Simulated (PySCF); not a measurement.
# Excitation energy of Os²⁺ by level of theory

Os²⁺ [Xe] 4f14 5d6 (5D) → Os²⁺ [Xe] 4f14 5d5 6s1 (7S), as a difference of total energies. All numbers are calculated (PySCF 2.14, a scalar-relativistic core potential, in aug-cc-pVTZ-PP with ECP60MDF (6s6p5d3f2g, 88 functions)). Correlated levels: valence: 5s2 5p6 frozen. The calculations carry no spin-orbit coupling.

```csv
method,excitation energy (eV)
UHF,-0.675
MP2 (valence),-0.072
SCS-MP2 (valence),0.595
CCSD (valence),-0.045
CCSD(T) (valence),0.000
```

Question: How much does correlation contribute at CCSD(T) (valence)?

Answer: 0.000 − (-0.675) = 0.675 eV, measured against UHF.
